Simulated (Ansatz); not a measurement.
Cartesian coordinates in Å:
```
C 2.660 1.387 0.461
C 1.747 0.596 0.315
Ti 0.228 -0.686 0.072
Cl 0.911 -2.734 0.291
C -1.175 -0.262 1.437
C -2.025 0.007 2.264
C -0.555 -0.394 -1.748
C -1.031 -0.206 -2.851
H 3.459 2.082 0.589
H -2.771 0.247 2.989
H -1.448 -0.038 -3.819
```

Total charge 0; spin multiplicity 1.

(1) List the PBE0/def2-TZVPP orbital energies in eV (Ansatz 0.2.0). (Best estimate.)

Results:

(1) Computed: Occupied: -4876.26, -2767.54, -546.57, -456.23, -456.22, -456.22, -278.93, -278.93, -278.93, -278.16, -278.16, -278.16, -259.40, -197.61, -197.58, -197.58, -67.66, -43.11, -42.99, -42.99, -22.69, -21.23, -21.18, -21.18, -15.55, -15.48, -15.48, -11.42, -10.82, -10.82, -10.70, -9.89, -9.88, -8.91, -8.91, -8.82, -8.40, -8.40, -8.28. Lowest empty: -3.42, -3.42, -2.76, -2.16, -2.16, 0.65, 1.23, 1.33.
